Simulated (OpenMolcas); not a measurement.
Computed levels of 3s2 3p in ions with 13 electrons, in cm-1 above 2P* 1/2.

```json
{
  "Program": "OpenMolcas",
  "Method": "CASSCF",
  "Basis": "ANO-R3",
  "Scalar Hamiltonian": "X2C, finite nucleus",
  "Spin-orbit coupling": "state interaction with AMFI integrals over the reference wave functions, term energies averaged over their components"
}
```

Active space for each ion: 3 electrons in 4 orbitals (3s 3p).

| Level | P2+ | S3+ | Ar5+ |
| --- | --- | --- | --- |
| 2P* 3/2 | 495 | 851 | 2021 |

**Question.** Estimate 2P* 3/2 for Cl4+ from its neighbours S3+ and Ar5+.

**Answer.** 2P* 3/2 is fine structure, which grows about as the fourth power of a screened charge, so the fourth roots are averaged: ((851^0.25 + 2021^0.25) / 2)^4 = 1342. The calculation gives 1350, so the estimate is off by -0.6 %.

Only configurations of the active space appear.

* marks odd parity.
